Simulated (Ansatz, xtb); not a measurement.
## Relaxing a trial structure of AlFH3NO

The starting geometry of this gas-phase singlet has its atoms placed at random.

```yaml
atoms:
  - { symbol: Al, position_ang: [0.2327, -0.2037, 0.0037] }
  - { symbol: F, position_ang: [-0.9293, -1.5137, 1.0770] }
  - { symbol: N, position_ang: [1.2014, -1.4537, -0.5056] }
  - { symbol: O, position_ang: [0.3129, 1.6017, -0.2731] }
  - { symbol: H, position_ang: [0.8175, -0.3374, -1.3412] }
  - { symbol: H, position_ang: [0.4469, 1.0491, 1.3091] }
  - { symbol: H, position_ang: [0.1171, -1.8772, -0.5796] }
```

Guess where an optimisation with r2SCAN-D4/def2-SVP ends from this start.

It ends as `[NH2][Al]([OH])[F]`. Distances that change by over a tenth: N3–H7 (1.17 → 1.01 Å). Contacts that open: Al1–H5 (1.47 → 2.48 Å), Al1–H6 (1.82 → 2.39 Å), Al1–H7 (1.78 → 2.48 Å). Contacts that close: Al1–F2 (2.05 → 1.67 Å), N3–H5 (1.45 → 1.01 Å), O4–H6 (1.68 → 0.96 Å).

The energy falls by 9.92 eV over 12 steps:

| step | E − E(last) (eV) |
| --- | --- |
| 1 | 9.922 |
| 2 | 6.165 |
| 3 | 2.976 |
| 5 | 1.104 |
| 6 | 0.429 |
| 7 | 0.155 |
| 8 | 0.073 |
| 10 | 0.000 |
| 11 | 0.000 |
| 12 | 0.000 |

Final geometry (Å):

```tsv
atom	x (Å)	y (Å)	z (Å)
Al	0.0352	-0.3403	0.3453
F	-1.0201	-1.0539	1.4174
N	0.7068	-1.2981	-0.9641
O	0.4647	1.2904	0.5039
H	1.3550	-0.9476	-1.6611
H	0.1520	1.8920	1.1829
H	0.5056	-2.2773	-1.1342
```

From the same start GFN2-xTB reaches the same bonding as this run.

From so rough a start the end depends on the optimiser's path, so another program may land elsewhere. The end wasn't checked by frequencies. Run with Ansatz 0.2.0, 11 s on 1 thread of AMD EPYC 9R45 96-Core Processor (Zen 5) (shared host).
